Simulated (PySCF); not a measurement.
B3LYP has the VWN-RPA correlation part, as in Gaussian. Delta-SCF ions had no search for a lower state. Excitations are Tamm–Dancoff values on a coarser integration grid. The basis has no diffuse functions, so Rydberg states are missing or too high.

Cartesian coordinates (Å):
SMILES: C[O][Ge]([Cl])([O]C)[O]C
```xyz
17

C     -0.6003     2.6479    -0.5941
O     -0.8993     1.2946    -0.8505
Ge    -0.0005     0.0072    -0.0888
Cl    -0.0717     0.2580     2.0539
O      1.6607     0.0566    -0.6213
C      2.6260    -0.8212    -0.0881
O     -0.7056    -1.5315    -0.5137
C     -2.0134    -1.8731    -0.1143
H      0.3945     2.9272    -0.9816
H     -0.6352     2.8812     0.4846
H     -1.3570     3.2615    -1.1047
H      2.4194    -1.8703    -0.3607
H      2.6862    -0.7495     1.0121
H      3.6035    -0.5395    -0.5064
H     -2.7696    -1.2347    -0.6024
H     -2.1438    -1.7982     0.9796
H     -2.1940    -2.9161    -0.4130
```
Charge 0, spin multiplicity 1.

Q: Give the S1–T1 gap (TDA), T1 excitation (TDA), brightest of the four lowest singlets (TDA), LUMO, HOMO, S1 oscillator strength, vertical ionisation energy (Delta-SCF) and dipole moment at the level B3LYP-D3(BJ)/def2-TZVP // PBE0-D3(BJ)/def2-SVP run with PySCF.

A: 
```json
{
 "S1–T1 gap (TDA)": "0.37 eV",
 "T1 excitation (TDA)": "6.02 eV",
 "brightest of the four lowest singlets (TDA)": "7.15 eV",
 "LUMO": "-0.62 eV",
 "HOMO": "-8.16 eV",
 "S1 oscillator strength": "0.006",
 "vertical ionisation energy (Delta-SCF)": "10.07 eV",
 "dipole_moment": "0.27 D"
}
```
